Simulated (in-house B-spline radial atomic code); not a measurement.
**Correlation energy from the adiabatic connection: ω²r²/2, ω = 0.0567**

Two electrons in a singlet, external potential ω²r²/2, ω = 0.0567 (atomic units). Full CI in B-splines (partial waves to l = 8, correlation up to 0.6 % small) with the density held fixed gives W(λ) = <V_ee>_λ − U, and E_c is the integral of W(λ) − W(0) from 0 to 1.

```json
{"λ": "0", "W(λ) − W(0) (hartree)": "0.00000"}
{"λ": "0.02", "W(λ) − W(0) (hartree)": "-0.00207"}
{"λ": "0.05", "W(λ) − W(0) (hartree)": "-0.00493"}
{"λ": "0.12", "W(λ) − W(0) (hartree)": "-0.01067"}
{"λ": "0.25", "W(λ) − W(0) (hartree)": "-0.01864"}
{"λ": "0.4", "W(λ) − W(0) (hartree)": "-0.02501"}
{"λ": "0.6", "W(λ) − W(0) (hartree)": "-0.03077"}
{"λ": "0.8", "W(λ) − W(0) (hartree)": "-0.03472"}
{"λ": "1", "W(λ) − W(0) (hartree)": "-0.03762"}
```

Problem. Integrate the table by the trapezoid rule.

Solution. The strips give -0.00002, -0.00011, -0.00055, -0.00191, -0.00327, -0.00558, -0.00655, -0.00723, which sum to -0.02521 hartree. The direct value, W(1) − W(0) + T_c with T_c = 0.01226, is -0.02535; the curve is convex, so chords lie above it and the trapezoids fall short in size by 0.56 %.

Problem. Now use only three numbers: W(0) = -0.15227, the initial slope W'(0) = -0.1065 (extrapolated from the first points) and the strong-coupling limit of the point-charge-plus-continuum model, W∞ = -0.20541. What do second-order theory and the interpolation W(λ) = W∞ + (W(0) − W∞)/√(1 + 2χλ) of Seidl, Perdew and Levy give?

Solution. Second order keeps the slope alone: E_c = W'(0)/2 = -0.05325, +110 % in size against -0.02535. Matching the slope fixes χ = W'(0)/(W∞ − W(0)) = -0.1065/(-0.05314) = 2.00414. Integrating, with s = √(1 + 2χ) = 2.237919, E_c = −(W(0) − W∞)(s − 1)/(s + 1) = −0.05314 × 1.237919/3.237919 = -0.02032 hartree, -19.9 % in size against the full result. At λ = 1 the formula gives W − W(0) = -0.02939 against -0.03762. Part of the miss can come from the model's W∞, which here lies above the computed W at λ = 10, -0.20923.
